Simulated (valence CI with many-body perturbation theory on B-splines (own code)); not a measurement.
## Ar V: what the settings do

Level of theory: relativistic CI+MBPT: four valence electrons over a frozen Dirac-Fock core [Ne], a basis of 6 s, 6 p, 5 d, 3 f, 1 g functions for each j, with the one-electron correlation potential Σ1, the two-electron term Σ2, the three-electron term Σ3, Breit, model QED; selected CI, second order for the rest, scaled by the run's own slope (own B-spline code, finite nucleus).

Against 20 measured levels this calculation errs by 242 cm⁻¹ on average and by 597 at most. These come from a selection out of Saloman, J. Phys. Chem. Ref. Data 39, 033101 (2010). Levels without a partner in it may be off by more.

The reference run has the lowest level 3s2.3p2 3P_0 and an ionisation energy of 74.7170 eV. Its largest variational space holds 10044 state functions.

Names give the largest LS component (configuration and term), which can be under half, so a name can repeat, a term be missing and a line seem to break the LS rules; names also repeat where a configuration has a term twice.

Changed runs:
A. QED terms on → off
B. highest l with Σ1, explicit Σ2 and valence Breit (higher l get mean screening factors) 3 → 2
C. size limit of the variational space 10000 → 3000; second order for the rest on → off
D. closed core [Ne] → [Ne] 3s1 (bad on purpose)

Excitation energies of the reference run in cm⁻¹, and shifts in cm⁻¹:

| Level | Reference | A | B | C |
| --- | --- | --- | --- | --- |
| 3s2.3p2 3P_1 | 763 | -2.2 | -0.2 | +138 |
| 3s2.3p2 3P_2 | 2031 | -5.5 | -0.3 | +194 |
| 3s2.3p2 1D_2 | 16518 | -5.0 | +23 | +249 |
| 3s2.3p2 1S_0 | 38287 | -2.8 | +48 | +18 |
| 3s.3p3 5S°_2 | 85442 | +90 | -20 | +279 |
| 3s.3p3 3D°_1 | 121554 | +78 | +8.5 | +368 |
| 3s.3p3 3D°_2 | 121600 | +78 | +8.6 | +579 |
| 3s.3p3 3D°_3 | 121730 | +78 | +8.3 | +609 |
| 3s.3p3 3P°_2 | 141861 | +77 | +23 | +719 |
| 3s.3p3 3P°_0 | 141868 | +77 | +22 | +36 |
| 3s.3p3 3P°_1 | 141871 | +77 | +22 | +453 |
| 3s.3p3 1D°_2 | 154192 | +43 | +55 | +884 |
| Ionisation energy (eV) | 74.7170 | -0.0026 | -0.0033 | -0.0024 |

Run D: It gave no result: the perturbation theory needs a core of closed shells. The program said: "the core must hold closed shells only".
